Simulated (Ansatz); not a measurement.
Consider the germylene formation by 1,1-elimination: `[F][Ge]([Br])([Br])[Br]` → Br₂ + `[F][Ge][Br]`.

Program: Ansatz. Geometries: PBE0-D4/def2-TZVP. ΔE: electronic, gas phase. CCSD(T)/CBS adds triple-zeta CCSD(T) − MP2 to the extrapolated MP2 energy (def2 sets, frozen cores). Functionals use def2-TZVPP. For Br, Ge outer-core shells are correlated without core-valence functions, which leaves a few kJ/mol of doubt a bond. Scalar relativity is left out up to krypton.

`[F][Ge]([Br])([Br])[Br]`:

Z-matrix (Å, degrees):
```
Ge
F 1 1.717
Br 1 2.267 2 107.2
Br 1 2.266 2 107.2 3 -120.0
Br 1 2.266 2 107.2 3 120.0
```

Br₂:

```xyz
2

Br    0.060   -1.026    0.496
Br   -0.060    1.026   -0.496
```

`[F][Ge][Br]`:

```xyz
3

F    -0.144   -0.708    1.312
Ge   -0.297   -0.734   -0.430
Br    0.441    1.441   -0.882
```

| level | ΔE (kJ/mol) |
| --- | --- |
| LDA (SPW92) | 285.7 |
| BLYP-D4 | 224.5 |
| r2SCAN | 289.1 |
| MP2/def2-SVP | 323.8 |

Problem. What does CCSD(T)/CBS give? (Best estimate.)

Solution. The calculation gave: +280.6 kJ/mol. The listed levels differ from it by 5.1, -56.1, 8.5, 43.2 kJ/mol.

Largest T1 diagnostic among the species: 0.012.

Leaving LDA and LC-ωPBE aside and taking each functional with its dispersion term where it has one, the values, not all of them listed here, spread over 91.8 kJ/mol, from BLYP-D4 to PBE-QIDH. LDA lies +42.4 kJ/mol from PBE without D4. The D4 term adds +20.7 kJ/mol with B3LYP and +11.1 kJ/mol with PBE0; it sums over pairs of atoms, weighted by their polarisabilities, and B3LYP, whose exchange is more repulsive, gets the larger term. At CCSD(T), def2-SVP lies +11.0 kJ/mol from the extrapolated value and def2-TZVPP +19.2 kJ/mol.

CCSD(T)/CBS has its own doubt, a few kJ/mol and more with outer-core shells, so smaller differences from it don't rank the levels.

B3LYP here is the variant with VWN-RPA as its local correlation; programs differ in this.
